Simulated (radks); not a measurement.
Results of a calculation; reference values are marked as such.
Correlation energies from several functionals, in hartree. Species: Te22+ [Ar] 3d10 4s2; Zn+ [Ar] 3d10 4s1. Level of theory: non-relativistic Kohn-Sham, PBE, spin-polarised, spherical densities, point nucleus (a radial shooting solver on a logarithmic mesh with Libxc functionals). Every spin shell is full or empty, so the densities are truly spherical. Functionals are evaluated on that one density, not self-consistently.

functional    Te22+      Zn+
PW92        -3.4013  -2.6072
Wigner      -1.6539  -1.5241
PBE         -1.6524  -1.3756
PBEsol      -1.9009  -1.5761
OP (B88)    -1.6053  -1.3488
TPSS        -1.6567  -1.3778
revTPSS     -1.6714  -1.3991
B95         -2.2196  -1.6468
